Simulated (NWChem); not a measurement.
# C2H5FSi2; SMILES [Si@@H](F)(C#C)[SiH3]

Computed with NWChem. Coordinates come from a PBE0/def2-SVP optimisation.

Problem. What does the run give for Hartree-Fock/3-21G? Quantities: highest occupied level (eV); orbital gap (eV); dipole (D).

Solution. 
| Quantity | Result |
|---|---|
| highest occupied level (eV) | -10.65 |
| orbital gap (eV) | 13.47 |
| dipole (D) | 2.27 |
